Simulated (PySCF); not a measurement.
MMg cations for M along group 14

r²SCAN with double-zeta basis sets in PySCF, for the lowest determinant that a PBE0 search found; no spin–orbit coupling. De refers to high-spin ground-configuration atoms (the charge goes to the atom of lower measured ionisation energy or higher electron affinity, which is not always the lowest computed limit). A positive dipole points towards Mg; it is taken about the centre of mass and depends on that origin.

```tsv
M	basis	charged atom	state (unpaired electrons)	Re (Å)	ωe (cm⁻¹)	De (eV)	μ (D)
C	x2c-SVPall	Mg+	quartet (σ ↑, π ↑↑)	2.014	618	1.59	6.41
Si	cc-pVDZ/cc-pV(D+d)Z	Mg+	doublet (π ↑)	2.723	271	1.65	4.21
Ge	def2-SVPD	Mg+	doublet (π ↑)	2.759	224	1.76	6.91
Sn	x2c-SVPall	Sn+	doublet (π ↑)	2.936	200	2.01	7.25
Pb	def2-SVP	Pb+	doublet (π ↑)	3.007	181	n/a	7.49
```

Question: By what factor does the bond length vary along the series?

Answer: At r²SCAN it runs from 2.014 Å (MgC⁺) to 2.936 Å (MgSn⁺), a factor of 1.46.

The rows differ in basis set, which adds steps of its own.

The state changes along the series, so neighbouring rows are not always alike in their bonding.

Spin–orbit coupling is left out, which matters for elements this heavy, above all for dissociation energies. For an ion De counts to the pair picked by the measured ionisation energies or electron affinities, which need not be the lowest pair at this level. States were picked by a PBE0 search and need not be the measured ground states.
